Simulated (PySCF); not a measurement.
The free ion Mn2+ in its d5 configuration.

Method (PySCF 2.14, density fitting): CASSCF(5,5) with orbitals averaged over all microstates of the shell, strongly contracted NEVPT2 on the averaged canonical orbitals; basis x2c-TZVPall; spin-free X2C; gas phase; spin-orbit coupling by state interaction with the mean-field operator over all roots.

CASSCF energies above the lowest CASSCF root:

```json
{"state": "6S", "CASSCF / cm⁻¹": "0"}
{"state": "4G", "CASSCF / cm⁻¹": "31659"}
{"state": "4P", "CASSCF / cm⁻¹": "36542"}
{"state": "4D", "CASSCF / cm⁻¹": "39440"}
{"state": "2I", "CASSCF / cm⁻¹": "45097"}
{"state": "2D", "CASSCF / cm⁻¹": "51304"}
{"state": "2F", "CASSCF / cm⁻¹": "52202"}
{"state": "4F", "CASSCF / cm⁻¹": "53216"}
{"state": "2H", "CASSCF / cm⁻¹": "55537"}
{"state": "2G", "CASSCF / cm⁻¹": "57324"}
{"state": "2F", "CASSCF / cm⁻¹": "61770"}
{"state": "2S", "CASSCF / cm⁻¹": "68440"}
{"state": "2D", "CASSCF / cm⁻¹": "75546"}
{"state": "2G", "CASSCF / cm⁻¹": "83327"}
{"state": "2P", "CASSCF / cm⁻¹": "102224"}
{"state": "2D", "CASSCF / cm⁻¹": "110228"}
```

Task: How does dynamic correlation (SC-NEVPT2) move these states?

Result: 
| state | NEVPT2 / cm⁻¹ | shift / cm⁻¹ |
| --- | --- | --- |
| 6S | 0 | 0 |
| 4G | 29161 | -2498 |
| 4P | 32144 | -4397 |
| 4D | 35164 | -4276 |
| 2I | 42344 | -2753 |
| 2D | 45369 | -5935 |
| 2F | 46526 | -5676 |
| 4F | 47617 | -5598 |
| 2H | 50665 | -4872 |
| 2G | 51792 | -5532 |
| 2F | 55207 | -6564 |
| 2S | 60398 | -8042 |
| 2D | 66895 | -8651 |
| 2G | 74660 | -8667 |
| 2P | 90205 | -12019 |
| 2D | 97360 | -12868 |

In the ligand-field fit B goes from 1112 to 957 cm⁻¹, C goes from 4109 to 3779 cm⁻¹.
